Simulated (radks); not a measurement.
Problem. Ni II, configuration [Ar] 3d9. Calculated with a radial shooting solver on a logarithmic mesh with Libxc functionals: scalar-relativistic Kohn-Sham, r2SCAN, spin-polarised, spherical densities, finite nucleus; open shells are filled with parallel spins first; meta-GGA in the generalised Kohn-Sham scheme; Fermi nuclear charge, rms radius 3.7757 fm. Some entries of the table are withheld. Estimate them.

orbital  occ.  eigenvalue (eV)  <r^2> (bohr^2)  <1/r> (bohr^-1)
1s down     1        -8241.795        0.003938            28.09
1s up       1        -8241.791        0.003938            28.09
2s up       1        -994.4649         0.07059            6.087
2s down     1        -993.7803         0.07053            6.090
2p up       3        -854.2181         0.05687            5.958
2p down     3        -853.6999         0.05681            5.960
3s up       1        -118.5093          0.6386              (1)
3s down     1        -117.1029          0.6402              (2)
3p up       3         -77.5235          0.7285              (3)
3p down     3         -76.1322          0.7318              (4)
3d up       5         -13.4795           1.507            1.319
3d down     4         -12.2520           1.611            1.299

Solution. 
(1) 3s up <1/r> (bohr^-1): 1.908
(2) 3s down <1/r> (bohr^-1): 1.905
(3) 3p up <1/r> (bohr^-1): 1.754
(4) 3p down <1/r> (bohr^-1): 1.750
